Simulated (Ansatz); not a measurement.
`CBC[SiH2]C`. Charge 0, multiplicity 1.

```csv
atom,x (Å),y (Å),z (Å)
C1,2.303,0.752,-1.065
B2,1.527,-0.507,-0.567
C3,-0.007,-0.639,-0.641
Si4,-0.728,0.042,0.969
C5,-2.594,-0.090,0.964
H6,3.001,1.121,-0.306
H7,1.675,1.580,-1.404
H8,2.941,0.445,-1.905
H9,2.159,-1.401,-0.064
H10,-0.368,-1.672,-0.695
H11,-0.468,-0.038,-1.433
H12,-0.174,-0.711,2.128
H13,-0.326,1.468,1.127
H14,-2.909,-1.131,0.867
H15,-3.012,0.306,1.893
H16,-3.021,0.474,0.132
```

Task: Give the diagnostics of a CCSD(T)/def2-TZVPP run (frozen core, the Gaussian-basis code of Ansatz). (Best estimate.)

Result: Ansatz gave: T1 = 0.0104, largest single amplitude 0.014, largest double 0.019, (T) share of the correlation energy 3.6 %, 9 CCSD cycles. The RHF solution is stable towards an unrestricted one. T1 lies under the customary mark of 0.02 for closed shells.
